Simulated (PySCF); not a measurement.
Al(All)(F)(OH) (C₃H₆AlFO), SMILES C=C[CH2][Al]([OH])[F]. Atoms are numbered in the order given.

```xyz
12

Al     0.3544     0.4869     0.4838
C     -0.1151    -1.3848     0.6554
C     -1.0615    -1.3109    -0.5032
C     -0.7140    -1.2169    -1.7991
H     -0.6022    -1.6915     1.5886
H      0.7560    -2.0249     0.4496
H     -2.1271    -1.2267    -0.2527
H      0.3312    -1.2783    -2.1226
H     -1.4701    -1.0965    -2.5780
F      1.6875     0.9075    -0.4274
O     -0.6042     1.7064     1.1688
H     -0.5047     2.6451     1.0038
```
Charge 0, spin multiplicity 1.

Coordinates come from a PBE0-D3(BJ)/def2-SVP optimisation. The structure was generated by enumeration; whether it is a known compound was not checked. One conformer was computed; it need not be the lowest.

Two levels are set side by side: PBE/pcSseg-1 (PySCF) and PBE0/pcSseg-1 (PySCF). GIAO shifts against CFCl3 (¹⁹F), H2O (¹⁷O), TMS (¹H), TMS (¹³C) at the same level; non-relativistic, no solvent, atoms listed together averaged. Differences are taken from unrounded values.

```
quantity               PBE0
-------------------  ------
δ(¹³C) of C2 (ppm)     14.8
δ(¹³C) of C3 (ppm)    147.0
δ(¹³C) of C4 (ppm)    123.1
δ(¹H) of H7 (ppm)      6.82
δ(¹⁹F) of F10 (ppm)  -196.6
δ(¹⁷O) of O11 (ppm)    25.0
δ(¹H) of H12 (ppm)     1.82
```

Task: What does PBE give, and how far is it from PBE0? (An estimate is asked for; the answer gives what the named calculation found.)

Result: 
```tsv
quantity	PBE	PBE minus PBE0
δ(¹³C) of C2 (ppm)	17.6	2.8
δ(¹³C) of C3 (ppm)	145.3	-1.7
δ(¹³C) of C4 (ppm)	120.8	-2.4
δ(¹H) of H7 (ppm)	6.80	-0.02
δ(¹⁹F) of F10 (ppm)	-212.0	-15.4
δ(¹⁷O) of O11 (ppm)	34.7	9.7
δ(¹H) of H12 (ppm)	1.82	0.00
```

Rough cost on one machine, each run with all the roots and properties that it gave: PBE0 against PBE within a factor of 2.
